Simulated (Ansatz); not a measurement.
Ag₂O. The state is a quintet with charge 0. Geometry PBE0-D4/def2-TZVP; atoms count from 1.

Cartesian coordinates in Å:
```
Ag -0.6784 -1.8103 1.0235
Ag 0.6875 1.8040 -1.0285
O -0.0092 0.0063 0.0049
```

In the def2 sets Ag takes a core potential; there is no spin–orbit coupling. At PBE0-D4/def2-TZVP a singlet of charge 0 lies 3.76 eV below the quintet, each at its own geometry. The structure comes from a short search, and lower isomers may exist.

(1) Estimate the Mulliken populations from the PBE0/def2-TZVP orbitals of Ansatz.

(2) Where does the spin sit?

(3) And the Mayer bond orders between bonded heavy atoms (over 0.3)?

## Answers

(1) 
| atom | charge (e) | spin (α − β) | d electrons |
| --- | --- | --- | --- |
| Ag1 | 0.06 | 1.16 | 9.79 |
| Ag2 | 0.06 | 1.16 | 9.79 |
| O3 | -0.12 | 1.69 | – |
Mulliken values and Mayer orders depend strongly on the basis.

(2) Summed by element: Ag 2.31, O 1.69, of 4 unpaired in all. Largest on single atoms: O3 1.69, Ag1 1.16, Ag2 1.16.

(3) Ag1–O3 0.41 (2.19 Å); Ag2–O3 0.41 (2.19 Å).
